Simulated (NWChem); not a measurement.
# Atomisation of C3H3N2

```
C
C 1 1.3752
H 1 1.0878 2 132.34
H 2 1.0887 1 128.58 3 0.00
N 2 1.3895 4 122.04 1 180.00
C 5 1.2734 2 105.84 4 180.00
N 6 1.3579 5 113.65 2 0.00
H 7 1.0124 6 127.15 5 180.00
```
Charge 0, spin multiplicity 2.

Everything below was run with NWChem. All single points use one geometry, from UB3LYP/def2-SVP, a minimum by its harmonic frequencies.

Basis set: def2-TZVP. The atomisation energy is electronic alone: no zero-point, thermal, spin-orbit or counterpoise terms. No value is extrapolated to the basis-set limit. Free atoms are single determinants with multiplicities C 3, N 4, H 2. Correlated methods freeze the same cores in atoms and molecule, 5 orbitals in all.

Relative cost: rough, from shared machines, SCF included, LDA (SVWN5) = 1. Costs are the molecule's.

B3LYP has NWChem's definition, with VWN1-RPA local correlation. The structure started from a generated list of species. The unpaired electrons of the parent sit in orbitals of symmetry a' (Cs labels of the run); other states weren't searched. The stability of the SCF solutions was not checked. Open-shell Hartree-Fock references start from PBE0 orbitals; any time given for them includes that run.

| method | atomisation energy (kcal/mol) | relative cost | remark |
|---|---|---|---|
| LDA (SVWN5) | 993.5 | 1 | - |
| MP2 | … | 9 | spin-contaminated |
| r2SCAN | … | under 3 | - |
| PBE0 | … | under 3 | - |
| TPSS | 836.5 | under 3 | - |
| HF | … | 6 | spin-contaminated |
| B3LYP | 827.5 | under 3 | - |
| BP86 | 872.8 | under 3 | - |

Problem. Fill in the missing entries.

Solution. 
- MP2, atomisation energy (kcal/mol): 812.4
- r2SCAN, atomisation energy (kcal/mol): 833.4
- PBE0, atomisation energy (kcal/mol): 843.0
- HF, atomisation energy (kcal/mol): 540.5
